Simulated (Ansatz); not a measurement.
Mulliken charges of FGeH₅Si (`[F][GeH2][SiH3]`) from r2SCAN/def2-TZVPP in Ansatz (PBE0-D4/def2-TZVP geometry).

| atom | x (Å) | y (Å) | z (Å) | charge (e) |
| --- | --- | --- | --- | --- |
| F1 | -2.004 | 1.117 | -0.231 | -0.394 |
| Ge2 | -0.457 | 0.603 | -0.871 | 0.464 |
| Si3 | 0.596 | -0.672 | 0.847 | 0.132 |
| H4 | -0.787 | -0.199 | -2.142 | -0.028 |
| H5 | 0.284 | 1.901 | -1.239 | -0.028 |
| H6 | 0.792 | 0.176 | 2.049 | -0.047 |
| H7 | 1.917 | -1.139 | 0.348 | -0.052 |
| H8 | -0.248 | -1.845 | 1.185 | -0.047 |

Task: By hand: the dipole of these point charges (1 e Å = 4.8032 D).

Result: Σ q r = (0.545, -0.159, -0.277) e Å, of length 0.632 e Å = 3.04 D.

Task: How does the dipole of the full density compare? (Estimate.)

Result: The calculation gave: (0.405, -0.178, -0.067) e Å, 2.15 D; the point charges give 1.41 times that, at 19° from its direction.

Point charges leave out the atoms' own dipoles, such as those of lone pairs, and Mulliken's split depends on the basis, so the two needn't agree.
